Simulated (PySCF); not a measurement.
CHO3, SMILES O=C([O-])O, charge -1.

The structure is a stationary point at PBE0-D3(BJ)/def2-SVPD. Other conformers were not sampled.

Level of theory: CAM-B3LYP/def2-TZVPD (PySCF).

Gas-phase values at a fixed geometry.

Computed frontier levels, gap, dipole moment and polarisability:
```
Quantity                                                           Value
------------------------------------------------  ----------------------
highest occupied level                                          -3.02 eV
lowest empty level                                               4.42 eV
orbital gap                                                      7.44 eV
dipole moment about the centre of nuclear charge                  2.80 D
mean static polarisability                          34.2 bohr³ (5.07 Å³)
polarisability, principal values                  25.1, 36.9, 40.6 bohr³
```
